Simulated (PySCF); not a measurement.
A side-by-side comparison of computed properties.

First species: C5H9NO.
Numbering: `[CH3:1]/[CH:2]=[C:3](\[CH3:4])[C:5]([NH2:6])=[O:7]` (hydrogens: H8, H9, H10 on C1; H11 on C2; H12, H13, H14 on C4; H15, H16 on N6)

Second species: C5H9NO.
SMILES: `CC/C=C/C(N)=O`

Levels: CAM-B3LYP/def2-SVPD for dipole moment, HOMO energy, LUMO energy, HOMO–LUMO gap, static isotropic polarisability and electronic spatial extent ⟨r²⟩ about the centre of nuclear charge; TDDFT CAM-B3LYP/def2-SVPD for lowest singlet excitation; TDA CAM-B3LYP/def2-SVPD for lowest triplet excitation (Tamm–Dancoff); GFN2-xTB for rotational constant A and rotational constant C. Geometries: GFN2-xTB. All species are isolated and taken at one optimised geometry, non-relativistic unless stated; the electronic structure was computed with PySCF and density fitting.

The conformers computed, where there is a choice (atom-mapped SMILES and torsion angles):
- `[CH3:1]/[CH:2]=[C:3](\[CH3:4])[C:5]([NH2:6])=[O:7]`: C2–C3–C5–N6 -35°, H–N6–C5–C3 -179°, H–N6–C5–C3 -8°
- `[CH3:1][CH2:2]/[CH:3]=[CH:4]/[C:5]([NH2:6])=[O:7]`: C1–C2–C3–C4 -120°, C3–C4–C5–N6 -179°, H–N6–C5–C4 1°, H–N6–C5–C4 180°

```json
{"property": "dipole moment", "column X": "4.08 D", "column Y": "3.75 D"}
{"property": "HOMO energy", "column X": "-8.65 eV", "column Y": "-8.85 eV"}
{"property": "LUMO energy", "column X": "0.40 eV", "column Y": "0.21 eV"}
{"property": "HOMO–LUMO gap", "column X": "9.05 eV", "column Y": "9.06 eV"}
{"property": "lowest singlet excitation", "column X": "5.14 eV", "column Y": "4.94 eV"}
{"property": "lowest triplet excitation (Tamm–Dancoff)", "column X": "3.90 eV", "column Y": "3.94 eV"}
{"property": "static isotropic polarisability", "column X": "73.0 au", "column Y": "75.4 au"}
{"property": "electronic spatial extent ⟨r²⟩ about the centre of nuclear charge", "column X": "881 bohr²", "column Y": "1123 bohr²"}
{"property": "rotational constant A", "column X": "4.527 GHz", "column Y": "7.424 GHz"}
{"property": "rotational constant C", "column X": "1.399 GHz", "column Y": "1.054 GHz"}
```

Task: Which column belongs to which species?

Result: Column X is the first species and column Y the second. The first has 16 atoms and 54 electrons, the second 16 and 54.

Task: How does each property change from the first species to the second?

Result: dipole moment -0.33 D; HOMO energy -0.20 eV; LUMO energy -0.19 eV; HOMO–LUMO gap +0.01 eV; lowest singlet excitation -0.20 eV; lowest triplet excitation (Tamm–Dancoff) +0.04 eV; static isotropic polarisability +2.4 au; electronic spatial extent ⟨r²⟩ about the centre of nuclear charge +242 bohr²; rotational constant A +2.897 GHz; rotational constant C -0.345 GHz.

On the first: No computed singlet falls in the visible range (750 to 380 nm, 1.65 to 3.26 eV); S1 lies 1.88 eV above its blue end. The dipole matches unit charges of opposite sign 0.85 Å apart (1 e·Å = 4.8032 D).

On the second: In atomic units the dipole is 1.48 e·bohr (1 au = 2.5417 D).
